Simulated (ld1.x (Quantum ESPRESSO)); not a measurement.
## Transferability test, PAW potential for V

vanadium, PAW, made with ld1.x (Quantum ESPRESSO) 7.5 (PBE, scalar-relativistic). Core [Ne], reference 3s2 3p6 3d4 4s1 4p0. Waves: 3s (bound): rcut 1.25, rcutus 1.50 bohr; 4s (bound): rcut 1.25, rcutus 1.50 bohr; 3p (bound): rcut 1.40, rcutus 1.60 bohr; 4p (bound, empty): rcut 1.40, rcutus 1.60 bohr; 3d (bound): rcut 1.55, rcutus 1.65 bohr; 3d channel at 0.85 Ry: rcut 1.55, rcutus 1.65 bohr. Local part: all-electron potential smoothed inside 1.50 bohr (lloc = -1). Core correction: Bessel-smoothed model core inside 1.45 bohr. Augmentation charge: PSQ, inside the norm-conserving radii.

Energies are relative to the spin-unpolarised reference configuration 3s2 3p6 3d4 4s1 4p0; without spin polarisation the order of configurations can differ from experiment.

```
  valence configuration  charge  ΔE all-electron (eV)  error AE − PS (meV)
    3s2 3p6 3d3 4s2 4p0       0                -0.586                 +0.9
    3s2 3p6 3d3 4s1 4p0      +1                 7.149                 +0.5
3s2 3p6 3d3.5 4s1.5 4p0       0                -0.531                 +0.5
    3s2 3p5 3d3 4s2 4p0      +1                50.361                  -18
    3s2 3p6 3d1 4s0 4p0      +4                96.216                 -9.2
    3s2 3p6 3d2 4s0 4p0      +3                50.343                 -1.8
```

(1) What are ΔE and the potential's error for 3s2 3p6 3d3 4s0 4p0?

Levels in the configuration 3s2 3p6 3d3 4s2 4p0:

| level | all-electron (eV) | pseudo (eV) |
| --- | --- | --- |
| 3s | -70.235 | -70.235 |
| 3p | -44.041 | -44.040 |
| 3d | -5.164 | -5.165 |
| 4s | -4.702 | -4.702 |

Answers

(1) ΔE = 21.445 eV all-electron; the error (AE − PS) is -0.2 meV.
